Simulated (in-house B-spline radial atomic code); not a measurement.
Response and correlation along the 62-electron series, closed shell [Kr] 4d10 4f14 5s2; the second-order energy is extrapolated in partial waves. Computed with an all-electron radial atomic-structure program (B-spline basis): relativistic RPA and second-order many-body perturbation theory on Dirac-Hartree-Fock.

```json
{"ion": "W12+", "Z": "74", "dipole polarisability (bohr³)": "0.8967", "quadrupole polarisability (bohr⁵)": "0.97541", "ratio of RPA to uncoupled dipole": "0.90901", "second order correlation energy (Eh)": "-4.5192", "C6 of two such ions (Eh bohr⁶)": "1.6404"}
{"ion": "Re13+", "Z": "75", "dipole polarisability (bohr³)": "?", "quadrupole polarisability (bohr⁵)": "?", "ratio of RPA to uncoupled dipole": "?", "second order correlation energy (Eh)": "?", "C6 of two such ions (Eh bohr⁶)": "?"}
{"ion": "Os14+", "Z": "76", "dipole polarisability (bohr³)": "0.67842", "quadrupole polarisability (bohr⁵)": "0.43213", "ratio of RPA to uncoupled dipole": "0.9261", "second order correlation energy (Eh)": "-4.4937", "C6 of two such ions (Eh bohr⁶)": "1.0537"}
{"ion": "Ir15+", "Z": "77", "dipole polarisability (bohr³)": "?", "quadrupole polarisability (bohr⁵)": "?", "ratio of RPA to uncoupled dipole": "?", "second order correlation energy (Eh)": "?", "C6 of two such ions (Eh bohr⁶)": "?"}
{"ion": "Pt16+", "Z": "78", "dipole polarisability (bohr³)": "0.52744", "quadrupole polarisability (bohr⁵)": "0.25539", "ratio of RPA to uncoupled dipole": "0.93848", "second order correlation energy (Eh)": "-4.4797", "C6 of two such ions (Eh bohr⁶)": "0.70775"}
```

Task: Fill in the row of Re13+.

Result: dipole polarisability (bohr³): 0.7768; quadrupole polarisability (bohr⁵): 0.60538; ratio of RPA to uncoupled dipole: 0.91825; second order correlation energy (Eh): -4.5047; C6 of two such ions (Eh bohr⁶): 1.3063.

Task: Fill in the row of Ir15+.

Result: dipole polarisability (bohr³): 0.59647; quadrupole polarisability (bohr⁵): 0.32674; ratio of RPA to uncoupled dipole: 0.93277; second order correlation energy (Eh): -4.4855; C6 of two such ions (Eh bohr⁶): 0.85942.

Task: How fast does the dipole polarisability fall along the series?

Result: From 0.8967 to 0.5274 bohr³; a fit of its logarithm against log Z from Z = 74 to 78 has slope -10.07.
